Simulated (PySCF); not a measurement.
Isomers of CH4N2Si. Isolated molecules, 0 K electronic values unless said otherwise. One relaxed conformer stands for each flexible species; it need not be the lowest. Strings in code marks are SMILES.

All values below come from B3LYP-D3(BJ)/def2-TZVP (PySCF). All candidates: neutral, multiplicity 1. B3LYP has the VWN-RPA correlation part, as in Gaussian. Excitations are Tamm–Dancoff values on a coarser integration grid. The basis has no diffuse functions, so Rydberg states are missing or too high.

```
Property                Value
-------------------  --------
S1 excitation (TDA)   5.87 eV
LUMO                 -0.07 eV
HOMO–LUMO gap         7.41 eV
```

Problem. Which member has these values?
A) `[H]/N=C\[SiH]=N\[H]` (N–C–Si–N torsion 0°)
B) `N=C=N[SiH3]`
C) `[H]/N=[SiH]/N=C` (C–N–Si–N torsion 59°)
D) `N#C[SiH2]N`

Solution. B, `N=C=N[SiH3]`. The others give `[H]/N=[SiH]/N=C` (C–N–Si–N torsion 59°): 3.75 eV, -1.96 eV, 4.90 eV; `[H]/N=C\[SiH]=N\[H]` (N–C–Si–N torsion 0°): 3.54 eV, -2.66 eV, 4.78 eV; `N#C[SiH2]N`: 6.06 eV, -0.99 eV, 7.10 eV
